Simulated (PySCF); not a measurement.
**I⁺ (iodine, charge +1): HSE06 calculation**

Configuration: [Kr] 4d10 5s2 5p3 5d1, high-spin 5D determinant (an excited configuration). Computed with PySCF 2.14 in aug-cc-pwCVTZ-PP with ECP28MDF (8s7p6d4f1g, 96 functions), with a scalar-relativistic core potential.

- Total energy: -294.9392 hartree
- One-electron energy: -502.7314 hartree
- Hartree (Coulomb) energy: 229.5102 hartree
- Exchange-correlation energy: -21.7180 hartree
- ⟨S²⟩: 6.0008
- ⟨L²⟩: 6.012
- Sum of ⟨r⟩: 29.90 bohr
- Sum of ⟨r²⟩: 55.52 bohr²
- Traceless quadrupole moment −½Σ⟨3z² − r²⟩ along its main axis: 4.06 e·bohr²

| shell | electrons | mean orbital energy (hartree) | spread (hartree) | rms radius, mean of both spins (bohr) |
| --- | --- | --- | --- | --- |
| 4s α | 1 | -7.36371 | 0 | 0.795 |
| 4s β | 1 | -7.34660 | 0 | 0.795 |
| 4p α | 3 | -5.34686 | 0.00349 | 0.854 |
| 4p β | 3 | -5.32980 | 0.00555 | 0.854 |
| 4d α | 5 | -2.40719 | 0.00472 | 0.999 |
| 4d β | 5 | -2.38856 | 0.00772 | 0.999 |
| 5s α | 1 | -1.15059 | 0 | 2.01 |
| 5s β | 1 | -1.01671 | 0 | 2.01 |
| 5p α | 3 | -0.70701 | 0.00395 | 2.40 |
| 5d α | 1 | -0.23028 | 0 | 3.80 |

Energies and moments cover only the electrons outside the core potential. The outer electron is Rydberg-like, and this basis confines it to a smaller radius and binds it less than a complete one would.
